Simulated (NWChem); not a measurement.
System: BeHOBr; SMILES [OH][Be][Br]

```xyz
4

Be     0.0014     1.1598     0.0000
Br     0.0050    -0.8114     0.0000
O      0.0554     2.5658     0.0000
H     -0.6232     3.2323     0.0000
```
Atoms are numbered in this order, from 1.

Program: NWChem. The geometry was optimised at PBE0-D3(BJ)/def2-TZVP. Ions are spin-unrestricted doublets at the neutral geometry; other ion states weren't tried.

| level | −ε(HOMO) (eV) |
|---|---|
| B3LYP/def2-SVP | 8.11 |
| PBE/def2-SVP | 7.08 |
| LDA (Slater exchange, VWN5)/def2-SVP | 7.20 |
| PBE0/def2-SVP | 8.46 |
| LRC-wPBEh/def2-SVP | 10.33 |
